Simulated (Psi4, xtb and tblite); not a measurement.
Two geometries of B(NMe2)3, SMILES CN(B(N(C)C)N(C)C)C (C6H18BN3), singlet, relaxed at GFN2-xTB with one dihedral held; other torsions can differ between them too.

Structure A

```
28

B     -0.0782    -0.0546    -0.0323
N     -0.2808    -1.4645    -0.0984
C     -0.6615    -2.2876     1.0243
C      0.2311    -2.2848    -1.1742
H     -1.3495    -3.0729     0.6885
H      0.2046    -2.7810     1.4846
H     -1.1713    -1.6877     1.7715
H      0.9250    -3.0370    -0.7787
H     -0.5800    -2.8171    -1.6865
H      0.7681    -1.6755    -1.8924
N      0.3009     0.6647    -1.2189
C      1.1424     1.8337    -1.1776
C     -0.3204     0.4995    -2.5106
H      1.9239     1.7510    -1.9436
H      0.5853     2.7612    -1.3728
H      1.6208     1.9081    -0.2057
H     -0.8713     1.4090    -2.7924
H      0.4255     0.3141    -3.2953
H     -1.0243    -0.3267    -2.4844
N     -0.1550     0.6631     1.2103
C      0.3915     0.2389     2.4740
C     -0.7255     1.9848     1.2932
H      1.0992     0.9924     2.8481
H     -0.3874     0.1152     3.2398
H      0.9291    -0.6966     2.3586
H     -1.5225     2.0036     2.0486
H      0.0199     2.7395     1.5808
H     -1.1571     2.2622     0.3363
```

Structure B

```
28

B     -0.1554    -0.0059    -0.1585
N     -0.6801    -1.3344    -0.3751
C      0.0903    -2.3722    -1.0133
C     -1.7797    -1.8692     0.3885
H      0.5094    -3.0706    -0.2731
H     -0.5321    -2.9562    -1.7034
H      0.9127    -1.9315    -1.5702
H     -2.4785    -2.3831    -0.2841
H     -1.4588    -2.5982     1.1472
H     -2.3093    -1.0592     0.8817
N      0.2439     0.7496    -1.2988
C      1.2174     1.8134    -1.2847
C     -0.1796     0.4277    -2.6390
H      2.0509     1.5733    -1.9583
H      0.7827     2.7628    -1.6241
H      1.6163     1.9428    -0.2837
H     -0.5806     1.3227    -3.1302
H      0.6522     0.0558    -3.2524
H     -0.9569    -0.3292    -2.6012
N     -0.1678     0.5823     1.1420
C     -0.0132    -0.1810     2.3554
C     -0.3941     1.9801     1.4134
H     -0.9269    -0.1704     2.9649
H      0.2402    -1.2094     2.1179
H      0.7969     0.2407     2.9645
H     -1.2428     2.0955     2.1006
H      0.4782     2.4521     1.8859
H     -0.6281     2.5042     0.4923
```

Q: Which is lower in energy at the level B3LYP-D3(BJ)/def2-SVP // GFN2-xTB run with Psi4 1.11, and by how much?

A: B is lower, by 2.02 kcal/mol (dihedral N11–B1–N2–C3: 180° in A, 60° in B).

E(B) − E(A) in kcal/mol at the other levels, on the same two geometries: GFN2-xTB (xtb and tblite) -1.27; B3LYP/def2-SVP // GFN2-xTB (Psi4) -2.12; PBE/def2-SVP // GFN2-xTB (Psi4) -2.13; PBE-D3(BJ)/def2-SVP // GFN2-xTB (Psi4) -2.08.
